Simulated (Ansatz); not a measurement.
Ansatz (a program for electronic structure) input:
A basis named .json is the Basis Set Exchange file of that set.

Ansatz 0.2 input:
```yaml
crystal:
  periodic: [false, false, false]
  atoms:
    - {symbol: Si, position_ang: [-1.99103813, 0.24646821, 0.26234898]}
    - {symbol: C, position_ang: [-0.20378274, 0.03088087, 0.03481600]}
    - {symbol: C, position_ang: [0.78755857, 0.55370316, 0.81340260]}
    - {symbol: C, position_ang: [2.09519506, 0.16391399, 0.32008997]}
    - {symbol: C, position_ang: [2.03986436, -0.63149677, -0.80256367]}
    - {symbol: C, position_ang: [0.53305222, -0.75959354, -1.04715021]}
    - {symbol: H, position_ang: [-2.75646720, -1.02934904, 0.45992474]}
    - {symbol: H, position_ang: [-2.69863853, 0.88324387, -0.89801561]}
    - {symbol: H, position_ang: [-2.32582672, 1.09726993, 1.44640463]}
    - {symbol: H, position_ang: [0.61014255, 1.17977306, 1.68763622]}
    - {symbol: H, position_ang: [3.00907487, 0.48872487, 0.81648839]}
    - {symbol: H, position_ang: [0.28397808, -0.39572339, -2.05368797]}
    - {symbol: H, position_ang: [0.24094605, -1.81894056, -1.04320424]}
basis:
  gaussian:
    orbitals: cc-pV_Q+d_Z.json
    fitting: {mean_field: def2-universal-jkfit, correlation: cc-pVQZ-RIFIT.json}
total_charge: -1
magnetization: {spin_polarized: false}
correlation: {method: mp2, electrons: outside_noble_gas}
```

### Question
What final total energy does it print?

### Answer
-483.33603 Eh (RI-MP2/cc-pV(Q+d)Z). The basis has 549 functions.

It need not be the lowest isomer of its formula. Whether it binds its extra electron was not tested at this geometry.
